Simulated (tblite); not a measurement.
Compound: CH11ClGeSi3.
SMILES with atom numbers: `[CH3:1][Si@H:2]([Cl:3])[GeH2:4][SiH2:5][SiH3:6]` (hydrogens: H7, H8, H9 on C1; H10 on Si2; H11, H12 on Ge4; H13, H14 on Si5; H15, H16, H17 on Si6)

Computed with GFN2-xTB (tblite), gas phase: L-BFGS steps from a force-field or distance-geometry start until the largest atomic force falls under 0.01 eV/Å.

Geometry at step 9:
```
atom  x, y, z in Å
C1     -2.0226    0.9304    0.8475
Si2    -1.8021   -0.8719    0.2781
Cl3    -0.9384   -1.8836    1.8294
Ge4    -0.2912   -0.8492   -1.4995
Si5     1.5110    0.6145   -1.1782
Si6     2.4308    0.0892    0.8723
H7     -1.0778    1.3928    1.1269
H8     -2.4379    1.5067    0.0279
H9     -2.6916    1.0291    1.6948
H10    -3.1059   -1.4953    0.0379
H11    -1.0702   -0.5996   -2.7696
H12     0.1515   -2.2603   -1.8192
H13     2.4553    0.5264   -2.2977
H14     0.9452    1.9734   -1.1925
H15     2.8549   -1.3138    0.9133
H16     3.5970    0.9326    1.1423
H17     1.4852    0.2906    1.9763
```

Question: Give the atomic forces at this geometry.

Answer: 
```csv
atom,Fx (eV/Å),Fy (eV/Å),Fz (eV/Å)
C1,-0.034,-0.029,-0.049
Si2,0.036,-0.046,0.224
Cl3,-0.077,0.022,-0.114
Ge4,-0.037,-0.129,-0.145
Si5,-0.016,-0.015,-0.028
Si6,0.106,0.006,0.110
H7,0.017,-0.079,-0.024
H8,-0.049,0.113,-0.026
H9,-0.059,-0.035,0.040
H10,-0.014,0.017,0.041
H11,-0.057,0.077,-0.056
H12,0.036,0.002,0.073
H13,-0.009,0.067,-0.017
H14,0.064,0.003,-0.071
H15,0.013,0.040,0.021
H16,0.035,-0.026,0.061
H17,0.046,0.012,-0.039
```

The largest, 0.23 eV/Å, acts on Si2; the rms over all components is 0.065 eV/Å. The forces sum to zero within rounding, as they must for an isolated molecule in no field.

Question: Give the force on Si2 in Eh/bohr and in nN.

Answer: 0.231 eV/Å ÷ 51.422 = 0.00450 Eh/bohr, and 0.231 eV/Å × 1.602 = 0.37 nN.

Question: How far is this geometry from the end of the optimisation?

Answer: 0.043 eV above it, and 0.235 Å rms away after alignment. The bonds farthest from their final lengths, with half the difference of the two atoms' forces along the bond (positive lengthens):

```csv
bond,now (Å),final (Å),force along bond (eV/Å)
Ge4–Si5,2.344,2.360,+0.05
Si2–Ge4,2.333,2.346,+0.12
Si5–Si6,2.308,2.319,+0.08
Si2–Cl3,2.044,2.033,-0.17
Ge4–H11,1.511,1.517,-0.02
Si5–H13,1.467,1.470,0.00
```

The angle farthest from its final value is Si2–Ge4–Si5, 113.6° against 120.3°.

Of the 4 listed bonds off by 0.010 Å or more, this force points towards the final length in 4.

What follows is the cost of the whole relaxation. Hardware: Arm Neoverse N1, one thread, shared host with 64 logical CPUs at a one-minute load of 54. Cost: 1.3 s wall.
